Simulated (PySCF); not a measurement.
B(Br)(vinyl)(OH) (C₂H₄BBrO), SMILES C=CB(O)Br. Coordinates come from a B3LYP-D3(BJ)/def2-SVP optimisation. The structure was generated by enumeration, and PubChem lists no compound with its InChIKey, so it may never have been made. Other conformers were not sampled.

Q: Give the equilibrium geometry at B3LYP-D3(BJ)/def2-SVP (PySCF confirms it by a frequency run) as Cartesian coordinates in Å, and its point group. (An estimate is asked for; the answer gives what the named calculation found.)

A: Several could match; the one computed here: point group Cs.
```xyz
9

B     -0.3187     0.5690     0.0000
Br     0.1920    -1.3230     0.0000
C      0.7828     1.6598     0.0000
C      0.4813     2.9688     0.0000
H      1.8363     1.3606     0.0000
H      1.2518     3.7474     0.0000
H     -0.5595     3.3096     0.0000
O     -1.6273     0.8924     0.0000
H     -2.2220     0.1313     0.0000
```
Charge 0, spin multiplicity 1.
